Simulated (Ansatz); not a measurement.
Geometry optimisation, DFT PBE, scalar-relativistic, plane waves, PAW (Ansatz).

Input:

```yaml
accuracy: low
crystal:
  lattice:
    - [8.46793, 0.0, 0.0]
    - [0.0, 8.46793, 0.0]
    - [0.0, 0.0, 8.46793]
  atoms:
    - { symbol: C, position: [0.3246615, 0.0675425, 0.7297025] }
    - { symbol: C, position: [0.3292929, 0.1942797, 0.6019357] }
    - { symbol: H, position: [0.3091037, 0.1197815, 0.8466846] }
    - { symbol: H, position: [0.2272094, -0.0147948, 0.7102242] }
    - { symbol: H, position: [0.434071, -0.0008827, 0.7315228] }
    - { symbol: H, position: [0.3448507, 0.1420407, 0.4849537] }
    - { symbol: H, position: [0.2198834, 0.2627049, 0.6001155] }
    - { symbol: H, position: [0.426745, 0.276617, 0.621414] }
    - { symbol: C, position: [0.7608223, 0.2016834, 0.1789078] }
    - { symbol: C, position: [0.8473409, 0.1577821, 0.3305499] }
    - { symbol: H, position: [0.6329872, 0.1917729, 0.1935947] }
    - { symbol: H, position: [0.786983, 0.323071, 0.1437449] }
    - { symbol: H, position: [0.7952387, 0.1243344, 0.0814993] }
    - { symbol: H, position: [0.975176, 0.1676926, 0.3158629] }
    - { symbol: H, position: [0.8129245, 0.2351311, 0.4279584] }
    - { symbol: H, position: [0.8211802, 0.0363945, 0.3657127] }
    - { symbol: C, position: [0.0357977, 0.5635142, 0.9512668] }
    - { symbol: C, position: [-0.0311846, 0.7023912, 0.8583439] }
    - { symbol: H, position: [0.1151817, 0.6038413, 1.0446887] }
    - { symbol: H, position: [-0.0583, 0.4947533, 1.0067044] }
    - { symbol: H, position: [0.1025822, 0.4839872, 0.8746442] }
    - { symbol: H, position: [-0.1105687, 0.6620642, 0.764922] }
    - { symbol: H, position: [-0.0979692, 0.7819183, 0.9349666] }
    - { symbol: H, position: [0.062913, 0.7711522, 0.8029063] }
    - { symbol: C, position: [0.2144636, 0.7127063, 0.4863874] }
    - { symbol: Cl, position: [0.3464614, 0.6766303, 0.6455389] }
    - { symbol: H, position: [0.1719989, 0.8337428, 0.4940833] }
    - { symbol: H, position: [0.2770104, 0.6950093, 0.3755407] }
    - { symbol: H, position: [0.115757, 0.6308557, 0.4947395] }
    - { symbol: C, position: [0.6947778, 0.2215403, 0.8085406] }
    - { symbol: Cl, position: [0.8269951, 0.1195469, 0.681379] }
    - { symbol: H, position: [0.7519904, 0.2398389, 0.9221371] }
    - { symbol: H, position: [0.664998, 0.3347566, 0.7555547] }
    - { symbol: H, position: [0.5885897, 0.1507777, 0.8236737] }
    - { symbol: C, position: [0.4344293, 0.8729864, 0.2576725] }
    - { symbol: Cl, position: [0.3692492, 0.9242559, 0.0648588] }
    - { symbol: H, position: [0.5375545, 0.9438158, 0.2870098] }
    - { symbol: H, position: [0.3397236, 0.8964551, 0.3412926] }
    - { symbol: H, position: [0.4648343, 0.7481496, 0.2595646] }
basis:
  ecutwfc: 420.0
kpoints:
  mp_grid: { grid: [1, 1, 1] }
hamiltonian:
  xc: pbe
scf:
  occupations: { method: fermi_dirac, width: 0.02 }
  lower_state_search: "off"
relax:
  f_tol: 0.3
  max_steps: 15
  adjacent_minimum: "off"
```

Command:

```bash
$ ansatz run input.yaml --threads 1 --pin off --max-ram 3072MiB --backend cpu --events-out ev --progress --plain --runs-dir out
```

Question: Where does it end, and by what steps?

Answer: The forces met the threshold. The threshold is loose, so the end isn't yet a minimum. Limits of this set-up: coarse k mesh, low accuracy level. After 5 steps the energy has fallen by 0.990 eV; H32 moved furthest, 0.84 Å.

| step | energy less start (eV) | largest force component (eV/Å) | accepted |
| --- | --- | --- | --- |
| 0 | 0.0000 | 0.675 | yes |
| 1 | -0.3601 | 0.317 | yes |
| 2 | -0.5847 | 0.514 | yes |
| 3 | -0.7821 | 0.652 | yes |
| 4 | -0.9213 | 0.339 | yes |
| 5 | -0.9903 | 0.104 | yes |

```xyz
39
Lattice="8.4679 0.0000 0.0000 0.0000 8.4679 0.0000 0.0000 0.0000 8.4679" Properties=species:S:1:pos:R:3
C 2.532 0.714 5.973
C 2.486 1.784 4.886
H 2.498 1.157 6.977
H 1.673 0.032 5.901
H 3.438 0.097 5.910
H 2.549 1.349 3.879
H 1.551 2.359 4.937
H 3.311 2.501 4.987
C 6.588 1.737 1.651
C 7.311 1.288 2.916
H 5.496 1.680 1.755
H 6.834 2.782 1.415
H 6.875 1.126 0.782
H 8.400 1.359 2.797
H 7.036 1.900 3.787
H 7.080 0.247 3.178
C 0.314 4.775 8.134
C -0.351 5.935 7.398
H 0.976 5.140 8.931
H -0.428 4.108 8.596
H 0.926 4.163 7.457
H -1.005 5.582 6.589
H -0.968 6.550 8.068
H 0.401 6.602 6.953
C 1.607 5.635 4.142
Cl 3.012 5.464 5.242
H 1.290 6.683 4.150
H 1.910 5.337 3.135
H 0.801 4.993 4.507
C 5.903 2.178 6.681
Cl 7.287 1.053 6.488
H 6.080 2.779 7.576
H 5.830 2.820 5.799
H 4.995 1.580 6.802
C 4.091 7.309 2.223
Cl 3.269 7.562 0.653
H 5.056 7.830 2.199
H 3.461 7.719 3.021
H 4.237 6.235 2.369
```

Whether the end is a true minimum wasn't checked by a vibrational analysis.

The run took 18 s on 1 thread of Arm Neoverse V2, on a shared host, peak memory 0.51 GiB.
